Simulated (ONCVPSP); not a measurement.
# Configuration tests for strontium (ONCV)

Sr (Z = 38), optimised norm-conserving Vanderbilt (ONCV), made with ONCVPSP 4.0.1 (LDA (Perdew-Wang 92), scalar-relativistic). Core [Ar] 3d10, reference 4s2 4p6 5s2. Waves: 4s+5s: rc 2.20 bohr, ncon 3, nbas 7, qcut 4.6 1/bohr, 2 projectors; 4p: rc 1.50 bohr, ncon 4, nbas 9, qcut 4.8 1/bohr, 2 projectors, debl 3.6 Ha; d scattering state at 0.03 Ha: rc 1.75 bohr, ncon 4, nbas 9, qcut 4.7 1/bohr, 2 projectors, debl 3.6 Ha. Local part: polynomial inside 0.95 bohr (lpopt 5, dvloc0 -1 Ha). Core correction: Teter function, fcfact 1.75, rcfact 1.45.

In the d channel the program set the typed energies aside and used 0.050, 3.650 Ha.

Energies are relative to the spin-unpolarised reference configuration 4s2 4p6 5s2; without spin polarisation the order of configurations can differ from experiment.

| valence configuration | charge | ΔE all-electron (eV) | error AE − PS (meV) |
| --- | --- | --- | --- |
| 4s2 4p6 5s0 | +2 | 17.235 | -3.8 |
| 4s2 4p6 5s1.5 | +0.5 | 2.410 | -0.2 |
| 4s1 4p6 5s2 | +1 | 47.076 | -244 |

Q: What are ΔE and the potential's error for 4s2 4p6 5s1?

A: ΔE = 6.059 eV all-electron; the error (AE − PS) is -0.7 meV.

Note: ghosts flagged at negative energy: s at -24.2 eV; GHOST(+) flagged for p at 233.2 eV. A true bound ghost makes a file unfit for plane-wave use.
